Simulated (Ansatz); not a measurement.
In3Sb2⁺. Charge 1, multiplicity 1. Geometry r2SCAN-D4/def2-SVP; atoms count from 1.

Cartesian coordinates in Å:
```
In -1.578 -2.093 0.225
In 1.688 2.295 1.718
In -0.582 -0.843 -2.423
Sb -0.836 1.131 0.211
Sb 1.308 -0.490 0.269
```

In the def2 sets In, Sb take a core potential; there is no spin–orbit coupling. The restricted singlet is unstable towards broken spin symmetry at other levels; at PBE0-D4/def2-TZVP this wasn't settled. The geometry of the singlet was relaxed on an unsound state (restricted singlet, unstable towards broken spin symmetry at other levels and untested here). Another isomer (singlet) lies 0.25 eV lower at PBE0-D4/def2-TZVP; other spin states weren't run for this one.

(1) Estimate the Mulliken populations from the PBE0/def2-TZVP orbitals of Ansatz.

(2) And the Mayer bond orders between bonded heavy atoms (over 0.3)?

## Answers

(1) 
```json
{"atom": "In1", "charge (e)": "0.38"}
{"atom": "In2", "charge (e)": "0.44"}
{"atom": "In3", "charge (e)": "0.38"}
{"atom": "Sb4", "charge (e)": "-0.10"}
{"atom": "Sb5", "charge (e)": "-0.10"}
```
Mulliken values and Mayer orders depend strongly on the basis.

(2) In1–In3 0.31 (3.09 Å); In1–Sb4 0.44 (3.31 Å); In1–Sb5 0.44 (3.30 Å); In2–Sb4 0.43 (3.16 Å); In2–Sb5 0.43 (3.16 Å); In3–Sb4 0.44 (3.30 Å); In3–Sb5 0.44 (3.31 Å); Sb4–Sb5 1.67 (2.69 Å).
